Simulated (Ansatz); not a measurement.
A run for Ansatz (a program for electronic structure): U-CCSD(T)/cc-pV(D+d)Z on CH4Si (SMILES C[SiH]), a point of a bond scan (R = 1.090 Å). Files ending in .json are basis or fitting sets from the Basis Set Exchange.

Ansatz 0.2 input:
```yaml
crystal:
  periodic: [false, false, false]
  atoms:
    - {symbol: Si, position_ang: [-0.44283511, -0.33733196, 0.51775234]}
    - {symbol: H, position_ang: [-1.42990117, -0.70043934, -0.59087342]}
    - {symbol: C, position_ang: [0.77076815, 0.54410571, -0.65073574]}
    - {symbol: H, position_ang: [1.64710458, 0.94860461, -0.14442141]}
    - {symbol: H, position_ang: [0.25620507, 1.35865472, -1.17489853]}
    - {symbol: H, position_ang: [1.10167411, -0.14880677, -1.43392500]}
basis:
  gaussian:
    orbitals: cc-pV_D+d_Z.json
correlation: {method: ccsd_t, electrons: outside_noble_gas}
scf: {omitted_lower_state_checks: [cluster_reference]}
magnetization: {spin_polarized: true, initial_magnetization: 0}
```

Output:

```
WARN ansatz: RAYON_NUM_THREADS=1 ignored (pool sized by the plan → 1); use --threads N
Functional definition: HF
these checks for a lower state are left out or cut short: cluster_reference
integrals: 0.04 GiB planned
562 factors; integrals over basis functions are off by at most 9.0e-4 eV
mean field: 0.12 GiB planned
mean field evaluation 1: about -8953.0289 eV, gradient 1.5e1 eV
mean field evaluation 2: about -8953.0586 eV, gradient 1.5e1 eV
mean field evaluation 4: about -8954.4341 eV, gradient 1.4e0 eV
mean field evaluation 8: about -8954.4575 eV, gradient 7.6e-4 eV
mean field evaluation 16: about -8954.5550 eV, gradient 8.2e-4 eV
mean field evaluation 32: about -8954.5491 eV, gradient 2.6e-1 eV
mean field -8954.55499233 eV, -329.0738263526 hartree, gradient 2.9e-6 eV, S^2 0.389581; 4 other end points of the search recorded, 0 dependent functions left out
6 core orbitals not correlated
reference -8954.55499233 eV, -329.0738263526 hartree; 6, 6 occupied and 45, 45 virtual orbitals, 562 factors
second order -6.08080566 eV of doubles, -0.00000000 eV of singles
coupled cluster: 0.15 GiB planned
cycle   1  -6.79698376 eV  change   -7.2e-1 eV  update   7.3e-2
cycle   2  -7.09950768 eV  change   -3.0e-1 eV  update   4.0e-2
cycle   3  -7.16166876 eV  change   -6.2e-2 eV  update   3.0e-2
cycle   4  -7.21735236 eV  change   -5.6e-2 eV  update   2.5e-2
cycle   5  -7.29322834 eV  change   -7.6e-2 eV  update   1.7e-2
cycle   6  -7.30742539 eV  change   -1.4e-2 eV  update   7.6e-3
cycle   7  -7.31155180 eV  change   -4.1e-3 eV  update   3.3e-3
cycle   8  -7.31366826 eV  change   -2.1e-3 eV  update   1.2e-3
cycle   9  -7.31252237 eV  change    1.1e-3 eV  update   5.2e-4
cycle  10  -7.31208775 eV  change    4.3e-4 eV  update   1.7e-4
cycle  11  -7.31211637 eV  change   -2.9e-5 eV  update   4.4e-5
cycle  12  -7.31212784 eV  change   -1.1e-5 eV  update   1.8e-5
cycle  13  -7.31211356 eV  change    1.4e-5 eV  update   6.1e-6
coupled cluster: 0.15 GiB planned
perturbative correction -0.19945823 eV, -0.0073299547 hartree
Total energy: -8962.06656411 eV, -329.3498715243 hartree
Checks for a lower state left out: cluster_reference
```

Self-consistency was reached. Its determinant has ⟨S²⟩ = 0.39, a mixture of spin states.

Cost: roughly 5 core-seconds.
